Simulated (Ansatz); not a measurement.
Geometry optimisation, Ansatz, RKS PBE0-D4/def2-SVP.

input.yaml

```yaml
crystal:
  periodic: [false, false, false]
  atoms:
    - { symbol: O, position_ang: [-1.5872, 0.2357, -1.3569] }
    - { symbol: Si, position_ang: [-0.6925, 0.8545, -0.06] }
    - { symbol: Ge, position_ang: [0.4653, -0.8994, 0.8475] }
    - { symbol: S, position_ang: [1.8903, -1.7753, -0.6946] }
    - { symbol: H, position_ang: [-2.0983, 1.0773, -1.7304] }
    - { symbol: H, position_ang: [-1.5675, 1.4594, 0.9627] }
    - { symbol: H, position_ang: [-1.14969, -0.61909, -1.59777] }
    - { symbol: H, position_ang: [-0.4517, -1.9605, 1.371] }
    - { symbol: H, position_ang: [1.3661, -0.3626, 2.0799] }
    - { symbol: H, position_ang: [2.4788, -0.5595, -0.8753] }
basis:
  gaussian: { orbitals: def2-SVP }
hamiltonian:
  xc: pbe0
  dispersion: d4
relax:
  f_tol: 0.02
  max_steps: 50
```

Run as:

```bash
$ ansatz run input.yaml --threads 2 --pin off --max-ram 3072MiB --backend cpu --events-out ev --progress --plain --runs-dir out
```

Problem. Where does it end, and by what steps?

Solution. The run converged. After 26 steps the energy has fallen by 2.831 eV; H6 moved furthest, 1.69 Å.

```tsv
step	energy less start (eV)	largest force component (eV/Å)	accepted
0	0.0000	4.165	yes
1	-1.3328	2.570	yes
2	-2.1779	1.131	yes
3	-2.4070	0.515	yes
4	-2.4780	0.989	yes
5	-2.5788	0.877	yes
6	-2.6799	0.489	yes
7	-2.7088	0.403	yes
8	-2.7312	0.203	yes
9	-2.7443	0.239	yes
10	-2.7598	0.186	yes
11	-2.7648	0.237	yes
12	-2.7714	0.066	yes
13	-2.7752	0.333	yes
14	-2.7785	0.236	yes
15	-2.7831	0.295	yes
16	-2.7834	0.376	yes
17	-2.7932	0.302	yes
18	-2.8097	0.249	yes
19	-2.8142	0.247	yes
20	-2.8198	0.219	yes
21	-2.8264	0.115	yes
22	-2.8283	0.073	yes
23	-2.8301	0.043	yes
24	-2.8308	0.052	yes
25	-2.8309	0.040	yes
26	-2.8311	0.004	yes
```

```xyz
10
Properties=species:S:1:pos:R:3
O -1.032 0.694 -1.387
Si -1.335 1.135 0.516
Ge 0.371 -0.534 1.093
S 0.422 -1.874 -0.810
H -0.489 1.355 -1.837
H -2.379 0.023 0.583
H -0.573 -0.204 -1.492
H 0.137 -1.515 2.264
H 1.852 -0.089 1.190
H 1.679 -1.541 -1.175
```

The run took 110 s on 2 threads of Arm Neoverse V1, with other jobs on the host, peak memory 0.28 GiB.
